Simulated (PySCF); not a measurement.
Species: ethylcyclopentane, C₇H₁₄.
Z-matrix (Å and degrees, PBE0-D3(BJ)/def2-SVP geometry), rows numbered from 1:
```
C 
C   1  1.5208
C   2  1.5238  1  113.99
C   3  1.5343  2  113.97  1   173.61
C   4  1.5235  3  103.98  2   157.62
C   5  1.5288  4  102.70  3   -42.20
C   6  1.5411  5  104.91  4    36.19
H   1  1.1015  2  111.54  3    58.98
H   1  1.1020  2  111.15  3   -60.71
H   1  1.1006  2  111.62  3   179.18
H   2  1.1040  1  109.44  3   122.22
H   2  1.1054  1  109.81  3  -122.08
H   3  1.1053  2  107.70  1    54.47
H   4  1.1051  3  109.61  2    40.43
H   4  1.1011  3  112.66  2   -78.65
H   5  1.1008  4  113.75  3  -165.06
H   5  1.1039  4  109.66  3    74.99
H   6  1.1024  5  109.05  4   -81.53
H   6  1.1004  5  113.25  4   159.94
H   7  1.1021  3  111.12  2   -13.59
H   7  1.1006  3  110.85  2   104.18
```

Jobs on this species (21 atoms, 56 electrons) with PySCF (density fitting). Hardware of each: an Arm Neoverse V2 with one thread, shared host. Other jobs ran on the host; a repeat could differ by tens of per cent or more.

```
                level and settings                                                                           work  basis functions  SCF cycles  wall time
                      KT3/pcSseg-1                                                                     shieldings              189           ?          ?
                   B3LYP/def2-SVPD  10 singlets by full TDDFT, 4 Tamm–Dancoff triplets, polarisability, ΔSCF ions              252           ?          ?
                     LDA/def2-SVPD  10 singlets by full TDDFT, 4 Tamm–Dancoff triplets, polarisability, ΔSCF ions              252          14    4.3 min
PBE0-D3(BJ)/def2-SVP, grid level 1                                    geometry optimisation from a GFN2-xTB start              168          25       40 s
                CAM-B3LYP/pcSseg-1                                                                     shieldings              189          12       28 s
               BHandHLYP/def2-SVPD  10 singlets by full TDDFT, 4 Tamm–Dancoff triplets, polarisability, ΔSCF ions              252          12    7.9 min
                    PBE0/def2-SVPD  10 singlets by full TDDFT, 4 Tamm–Dancoff triplets, polarisability, ΔSCF ions              252          12    7.1 min
                      PBE/pcSseg-1                                                                     shieldings              189          13       31 s
                     BLYP/pcSseg-1                                                                     shieldings              189          13       31 s
```

Problem. Fill in the missing figures.

Solution. 
- KT3/pcSseg-1; shieldings: 33 s, 14 SCF cycles
- B3LYP/def2-SVPD; 10 singlets by full TDDFT, 4 Tamm–Dancoff triplets, polarisability, ΔSCF ions: 7.5 min, 13 SCF cycles

Problem. What do all jobs in the table cost together?

Solution. About 30 min; the longest takes about 27 % of that, and about 17 times as long as the shortest.
